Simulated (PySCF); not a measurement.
MoO2Cl, SMILES [O]=[Mo](=[O])[Cl] (connectivity only; charge and spin as stated), neutral, multiplicity 2.

Geometry: r2SCAN-D4/def2-SVP. A frequency run showed that this geometry is not a minimum. The spin state was assumed, not searched. The isomer is the one that the SMILES or the coordinates give; other isomers of the formula were not compared. The def2 effective core potentials stand for the cores of Mo; spin–orbit coupling is left out.

Level of theory: TDA-CAM-B3LYP/def2-SVPD run with PySCF 2.14.0.

Vertical excitations. The molecule is in vacuum.

| state | energy (eV) | λ (nm) | f | main pairs |
|---|---|---|---|---|
| root 1 | 1.09 | 1139 | 0.001 | α HOMO→LUMO 97 % |
| root 2 | 2.29 | 541 | 0.000 | α HOMO→LUMO+1 98 % |
| root 3 | 3.52 | 352 | 0.000 | α HOMO−1→LUMO 85 %, β HOMO→LUMO+1 7 % |
| root 4 | 3.71 | 334 | 0.000 | β HOMO→LUMO 91 % |
| root 5 | 3.99 | 310 | 0.000 | α HOMO−1→LUMO 8 %, β HOMO→LUMO+1 84 % |
| root 6 | 4.00 | 310 | 0.000 | α HOMO−3→LUMO 36 %, α HOMO−5→LUMO 15 %, β HOMO−2→LUMO+1 14 %, β HOMO−3→LUMO 12 %, β HOMO−4→LUMO+1 7 % |
| root 7 | 4.01 | 309 | 0.000 | α HOMO−1→LUMO+1 36 %, α HOMO−4→LUMO 34 %, β HOMO−3→LUMO+1 15 %, β HOMO→LUMO+2 8 % |
| root 8 | 4.17 | 297 | 0.003 | α HOMO→LUMO+2 82 % |
| root 9 | 4.28 | 290 | 0.002 | α HOMO→LUMO+2 5 %, β HOMO−3→LUMO 74 % |
| root 10 | 4.31 | 288 | 0.000 | α HOMO−2→LUMO 80 %, β HOMO−1→LUMO+1 9 % |
Unrestricted roots are not spin-pure.
